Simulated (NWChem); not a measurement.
C2H9NSi; SMILES [SiH3]NCC

```xyz
13

C      0.1743    -2.3536    -0.2294
C     -0.5054    -1.0666     0.2064
N      0.4083     0.0552     0.2336
Si    -0.0288     1.6971    -0.0954
H     -0.5399    -3.1909    -0.2600
H      0.9792    -2.6313     0.4712
H      0.6236    -2.2376    -1.2272
H     -1.3191    -0.8284    -0.5010
H     -1.0017    -1.2295     1.1857
H      1.2266    -0.1028     0.8128
H     -0.9308     2.3522     0.9142
H     -0.7439     1.7553    -1.4082
H      1.2368     2.4893    -0.1500
```
Atoms are numbered in this order, from 1.

Computed with NWChem. The geometry was optimised at PBE0/def2-SVP. Total energies of different functionals are on different scales.

| level | energy (Ha) | highest occupied level (eV) | orbital gap (eV) | dipole (D) |
|---|---|---|---|---|
| PBE/def2-TZVP | -425.5994 | -5.40 | 5.07 | 1.27 |
| B3LYP/def2-TZVP | -425.9749 | -6.54 | 6.78 | 1.23 |
| PW6B95/def2-TZVP | -426.3689 | -6.87 | 7.35 | 1.24 |
| Hartree-Fock/def2-TZVP | -424.4328 | -10.09 | 13.36 | 1.22 |
| PBE0/def2-TZVP | -425.6522 | -6.75 | 7.25 | 1.25 |
| TPSSh/def2-TZVP | -425.9771 | -6.03 | 6.26 | 1.26 |
